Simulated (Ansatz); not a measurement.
Geometry optimisation, RKS PBE-D4/cc-pVDZ (Ansatz).

Input:

```yaml
crystal:
  periodic: [false, false, false]
  atoms:
    - { symbol: "N", position_ang: [-0.916, -0.8392, -1.3258] }
    - { symbol: C, position_ang: [0.1585, -0.0762, -0.7545] }
    - { symbol: S, position_ang: [1.3044, -1.2533, -0.0096] }
    - { symbol: Si, position_ang: [0.8636, -0.0694, 1.6507] }
    - { symbol: B, position_ang: [-0.3494, 0.8973, 0.4235] }
    - { symbol: Cl, position_ang: [-1.5027, 2.3523, 0.5737] }
    - { symbol: H, position_ang: [-0.5622, -1.4293, -2.073] }
    - { symbol: H, position_ang: [-1.5351, -0.0858, -1.8402] }
    - { symbol: H, position_ang: [-0.98229, 1.74821, -0.07077] }
    - { symbol: H, position_ang: [0.0249, -0.8327, 2.6805] }
    - { symbol: H, position_ang: [1.8917, 0.7358, 2.1848] }
basis:
  gaussian: { orbitals: cc-pVDZ }
hamiltonian:
  xc: pbe
  dispersion: d4
relax:
  f_tol: 0.02
  max_steps: 50
output:
  orbitals: {}
```

Launched with:

```bash
$ ansatz run input.yaml --threads 2 --pin off --max-ram 3072MiB --backend cpu --events-out ev --progress --plain --runs-dir out
```

**Question.** Where does it end, and by what steps?

**Answer.** The run converged. After 16 steps the energy has fallen by 10.113 eV; H9 moved furthest, 1.41 Å. The start is strongly strained (largest force component 16 eV/Å), so its close contacts needn't be bonds. Parted: Cl6–H9.

```json
{"step": "0", "energy less start (eV)": "0.0000", "largest force component (eV/Å)": "16.468", "accepted": "yes"}
{"step": "1", "energy less start (eV)": "-4.0243", "largest force component (eV/Å)": "7.782", "accepted": "yes"}
{"step": "2", "energy less start (eV)": "-6.0867", "largest force component (eV/Å)": "2.324", "accepted": "yes"}
{"step": "3", "energy less start (eV)": "-6.8727", "largest force component (eV/Å)": "1.887", "accepted": "yes"}
{"step": "4", "energy less start (eV)": "-7.5798", "largest force component (eV/Å)": "2.208", "accepted": "yes"}
{"step": "5", "energy less start (eV)": "-8.3376", "largest force component (eV/Å)": "2.183", "accepted": "yes"}
{"step": "6", "energy less start (eV)": "-9.0187", "largest force component (eV/Å)": "1.839", "accepted": "yes"}
{"step": "7", "energy less start (eV)": "-9.5549", "largest force component (eV/Å)": "1.658", "accepted": "yes"}
{"step": "8", "energy less start (eV)": "-9.9550", "largest force component (eV/Å)": "1.190", "accepted": "yes"}
{"step": "9", "energy less start (eV)": "-9.9761", "largest force component (eV/Å)": "1.303", "accepted": "yes"}
{"step": "10", "energy less start (eV)": "-10.0779", "largest force component (eV/Å)": "0.265", "accepted": "yes"}
{"step": "11", "energy less start (eV)": "-10.0980", "largest force component (eV/Å)": "0.115", "accepted": "yes"}
{"step": "12", "energy less start (eV)": "-10.1070", "largest force component (eV/Å)": "0.164", "accepted": "yes"}
{"step": "13", "energy less start (eV)": "-10.1106", "largest force component (eV/Å)": "0.067", "accepted": "yes"}
{"step": "14", "energy less start (eV)": "-10.1122", "largest force component (eV/Å)": "0.058", "accepted": "yes"}
{"step": "15", "energy less start (eV)": "-10.1130", "largest force component (eV/Å)": "0.038", "accepted": "yes"}
{"step": "16", "energy less start (eV)": "-10.1132", "largest force component (eV/Å)": "0.020", "accepted": "yes"}
```

```xyz
11
Properties=species:S:1:pos:R:3
N -0.961 -0.667 -1.517
C -0.124 -0.184 -0.611
S 1.334 -1.027 -0.124
Si 0.749 0.157 1.730
B -0.366 1.103 0.283
Cl -2.135 1.650 0.389
H -0.822 -1.559 -1.998
H -1.834 -0.147 -1.668
H 0.411 1.979 -0.088
H 0.156 -0.879 2.658
H 1.989 0.724 2.386
```

Whether the end is a true minimum wasn't checked by a vibrational analysis.

Run time: 71 s on 2 threads of Arm Neoverse V1, on a shared host, peak memory 0.22 GiB.
